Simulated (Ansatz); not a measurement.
`Cl[Si](Cl)(Cl)[TeH]` + H₂Se → `Cl[Si](Cl)(Cl)[SeH]` + H₂Te at 700 K and 1 bar (ligand exchange at the Si–Te bond).

Computed with Ansatz on PBE0-D4/def2-TZVP structures; ΔE is electronic, products minus reactants. CCSD(T)/CBS adds triple-zeta CCSD(T) − MP2 to the extrapolated MP2 energy (def2 sets, frozen cores). def2 core potentials past Kr. For Se, Te outer-core shells are correlated without core-valence functions, which leaves a few kJ/mol of doubt a bond. Scalar relativity is left out up to krypton. One conformer a species, not always the lowest.

```json
{"species": "`Cl[Si](Cl)(Cl)[TeH]`", "CCSD(T)/CBS energy (Eh)": "-1936.91665", "H − E (kJ/mol)": "103.6", "S (J/(mol·K))": "489.4"}
{"species": "H₂Se", "CCSD(T)/CBS energy (Eh)": "-2401.89790", "H − E (kJ/mol)": "61.1", "S (J/(mol·K))": "251.1"}
{"species": "`Cl[Si](Cl)(Cl)[SeH]`", "CCSD(T)/CBS energy (Eh)": "-4069.90520", "H − E (kJ/mol)": "105.6", "S (J/(mol·K))": "476.8"}
{"species": "H₂Te", "CCSD(T)/CBS energy (Eh)": "-268.91024", "H − E (kJ/mol)": "57.2", "S (J/(mol·K))": "261.6"}
```

H − E and S are ideal-gas, rigid-rotor, harmonic terms from PBE0-D4/def2-TZVP, for one conformer and one mirror image of each species. 1 Eh = 2625.50 kJ/mol, R = 8.31446 J/(mol·K).

Task: By hand: ΔE, ΔH, ΔS and ΔG.

Result: ΔE = (-4069.90520) + (-268.91024) − (-1936.91665) − (-2401.89790) = -0.00089 Eh = -2.3 kJ/mol. Δ(H − E) = 105.6 + 57.2 − 103.6 − 61.1 = -1.9, so ΔH = -4.2 kJ/mol. ΔS = 476.8 + 261.6 − 489.4 − 251.1 = -2.1 J/(mol·K). ΔG = -4.2 − 700 × (-2.1)/1000 = -2.7 kJ/mol.

Task: By hand: the equilibrium constant, and the temperature at which ΔG would vanish if ΔH and ΔS stayed fixed.

Result: log₁₀ K = −ΔG/(RT ln 10) = 0.2. ΔG = 0 at ΔH/ΔS = 2000 K, though so small a ΔH makes that figure unsure.

TΔS isn't small against ΔH here. The sign of ΔG lies within the doubt. A doubt of 5 kJ/mol in ΔE shifts log₁₀ K by 0.4 here. Other conformers and mirror images would add mixing entropy, several J/(mol·K) or more a flexible species. These are equilibria of isolated gas molecules and say nothing of rates. Largest T1 diagnostic: 0.010 (customary marks: 0.02 for closed shells, 0.045 for open ones).
